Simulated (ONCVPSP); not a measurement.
# u(r) = r·R(r): atom against pseudo-atom (tantalum (Ta))

Columns: radius, all-electron u(r) and pseudo u(r) of the 5p shell (level -50.93 eV) of tantalum in the configuration [Kr] 4d10 4f14 5s2 5p6 5d3 6s0.5; LDA (Perdew-Zunger), scalar-relativistic, ONCV scheme, ONCVPSP 4.0.1.

| r (bohr) | all-electron | pseudo |
| --- | --- | --- |
| 0.130 | 0.3243 | 0.0255 |
| 0.260 | -0.1554 | 0.1057 |
| 0.390 | -0.5250 | 0.2379 |
| 0.520 | -0.2365 | 0.3993 |
| 0.650 | 0.2452 | 0.5636 |
| 0.780 | 0.6449 | 0.7215 |
| 0.910 | 0.8923 | 0.8667 |
| 1.040 | 1.0030 | 0.9724 |
| 1.170 | 1.0154 | 1.0057 |
| 1.300 | 0.9659 | 0.9652 |
| 1.430 | 0.8822 | 0.8821 |
| 1.560 | 0.7835 | 0.7833 |
| 1.690 | 0.6818 | 0.6817 |
| 1.820 | 0.5845 | 0.5844 |
| 1.950 | 0.4952 | 0.4952 |
| 2.080 | 0.4158 | 0.4157 |
| 2.210 | 0.3465 | 0.3465 |
| 2.340 | 0.2871 | 0.2870 |
| 2.470 | 0.2366 | 0.2366 |
| 2.600 | 0.1943 | 0.1942 |
| 2.730 | 0.1589 | 0.1588 |
| 2.860 | 0.1295 | 0.1295 |
| 2.990 | 0.1053 | 0.1053 |
| 3.120 | 0.0854 | 0.0854 |
| 3.250 | 0.0691 | 0.0691 |
| 3.380 | 0.0558 | 0.0558 |

(1) How many radial nodes do the two functions have?

(2) At about which radius was the pseudo-wave matched?

(3) Where does each function peak?

(4) Is the pseudo-wave norm-conserving?

Results:

(1) The all-electron 5p function has n − l − 1 = 3 (the table is too coarse to show those close to the nucleus); the pseudo-wave has 0, since the states of the same l below it are removed with the core.

(2) 1.40 bohr, where the columns begin to agree (steps of 0.13 bohr).

(3) Outermost all-electron maximum near 1.17 bohr, pseudo maximum near 1.17 bohr (to the table’s step).

(4) Yes: the ONCV scheme keeps the norm inside the radius equal to the all-electron one, which fixes the energy derivative of the logarithmic derivative at the level.
